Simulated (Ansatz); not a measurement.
AlH$_{3}$OS$_{2}$, SMILES `[OH][Al]([SH])[SH]`. Charge 0, multiplicity 1.

Cartesian coordinates in Å:
```
O 0.549 -1.040 1.689
Al 0.146 -0.219 0.274
S 1.351 -0.700 -1.469
S -1.493 1.221 0.269
H 0.113 -0.936 2.532
H 0.680 0.152 -2.263
H -1.346 1.522 -1.032
```

(1) List the harmonic frequencies (cm⁻¹, unscaled) at PBE0-D4/def2-TZVP in Ansatz. (Best estimate.)

(2) Is this a minimum?

(3) Give the ideal-gas thermochemistry at 298.15 K and 1 bar (rigid rotor, harmonic oscillator; point group Cs, symmetry number 1).

(4) And at 400, 500, 600, 800 and 1000 K?

(5) Rotational constants (cm⁻¹)?

Answers

(1) The calculation gave: 118, 139, 178, 207, 251, 298, 400, 534, 588, 673, 691, 891, 2713, 2718, 3973.

(2) Yes, all 15 modes are real.

(3) Zero-point energy 86.0 kJ/mol; H(298) − E = 107.4 kJ/mol; entropy 351.2 J/(mol·K), of which translation 167.5, rotation 115.4, vibration 68.4; G(298) − E = 2.7 kJ/mol.

(4) 
```tsv
T (K)	H − E (kJ/mol)	S (J/mol/K)	G − E (kJ/mol)
400	118.6	383.4	-34.8
500	130.3	409.5	-74.5
600	142.5	431.8	-116.6
800	168.1	468.5	-206.7
1000	194.7	498.2	-303.5
```

(5) 0.15, 0.06976, 0.04762.
